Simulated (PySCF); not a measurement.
A small calculation by hand: dipole moment from atomic charges

C₂H₄FNSi, SMILES F[C@@H]1N=C[SiH2]1. Atoms are numbered in the order given.

```xyz
9

F     -0.9705    -1.6535    -0.1572
C     -0.5900    -0.4772     0.4381
N     -1.0896     0.7026    -0.3047
C     -0.0290     1.4318    -0.4500
Si     1.2190     0.1671     0.1871
H     -1.0098    -0.4585     1.4591
H     -0.0923     2.4338    -0.8962
H      2.1425     0.4569     1.3224
H      1.9692    -0.5362    -0.8861
```
Charge 0, spin multiplicity 1.

The structure is a stationary point at TPSSh-D3(BJ)/def2-SVP. The structure was generated by enumeration; whether it is a known compound was not checked.

Charges (e) from PySCF with PBE/def2-TZVP:

```
atom     IAO  Mulliken
----  ------  --------
F1    -0.291    -0.180
C2     0.018     0.075
N3    -0.248    -0.101
C4    -0.229    -0.132
Si5    0.630     0.131
H6     0.153     0.095
H7     0.158     0.125
H8    -0.104    -0.015
H9    -0.088     0.003
```

The dipole moment of the full density is 2.65 D.

Question: What dipole moment does each set of point charges give, and which comes closer to that of the density?

Answer: 
μ = Σ q r, and 1 e Å = 4.8032 D.
IAO: Σ q r = (0.751, 0.390, 0.372) e Å, |μ| = 4.44 D.
Mulliken: Σ q r = (0.270, 0.276, 0.180) e Å, |μ| = 2.05 D.
Mulliken comes closer in size. Point charges leave out the atoms' own dipoles (lone pairs, polarised bonds); fits to the potential absorb them, partitions of the density don't.
